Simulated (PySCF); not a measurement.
# Telling isomers of C8H14 apart by NMR

Single conformer, non-relativistic Hamiltonian, no solvent, fast rotation and ring inversion assumed for equivalent nuclei. Structure optimised with GFN2-xTB; GIAO PBE0/pcSseg-1 shieldings; PySCF.

Chemical shifts δ = σref − σ; ¹H, ¹³C vs TMS, all at this level. Where no couplings were computed, multiplicities follow the n + 1 count of equivalent neighbours, and m marks all less simple cases (inequivalent or close neighbours, rings, F or P nearby). Shifts are as computed. Against solution values, carbons near 30 ppm lie about +3 ppm off and those near 130 ppm about +5 ppm. Of 1211 compounds with measured shifts, 218 miss one by over three times the rms of a fit or turn the order of signals round; such compounds aren't used in these exercises.

(1) Tabulate the signals of `C=C1CCC[C@H](C)C1`, `C=CC1CCCCC1` and their relative energies.

(2) What is the quickest way to tell C=C1CCC[C@H](C)C1 from C=CC1CCCCC1?

## Answers

(1) 
| SMILES | carbon types | δC | δH | E rel. (kcal/mol) |
| --- | --- | --- | --- | --- |
| C=C1CCC[C@H](C)C1 | 1×C 1×CH 5×CH2 1×CH3 | 158.5, 112.8, 48.2, 39.8, 39.6, 38.9, 32.7, 25.3 | 4.96 (m, 1H), 4.96 (m, 1H), 2.29 (m, 1H), 2.24 (m, 1H), 1.98 (m, 1H), 1.88 (m, 1H), 1.74 (m, 1H), 1.65 (m, 1H), 1.36 (m, 1H), 1.28 (m, 1H), 1.01 (d, 3H), 0.93 (m, 1H) | 0.0 |
| C=CC1CCCCC1 | 2×CH 6×CH2 | 155.1, 118.2, 49.7, 37.4, 30.2, 30.0 | 5.96 (m, 1H), 5.33 (m, 1H), 5.13 (m, 1H), 1.82 (m, 2H), 1.73 (m, 1H), 1.72 (m, 1H), 1.72 (m, 2H), 1.27 (m, 2H), 1.13 (m, 1H), 1.03 (m, 2H) | 3.9 |

Energies are electronic energies at PBE0/pcSseg-1 on these geometries, without zero-point or thermal terms, each for the one conformer computed, which needn't be the lowest.

(2) Count the carbon signals: 8 against 6. The first has a fully substituted alkene carbon (C) at 158.5 ppm, the second an alkene CH at 155.1 ppm. In the proton spectra the most deshielded non-exchanging signals are 4.96 (m, 1H) and 5.96 (m, 1H).
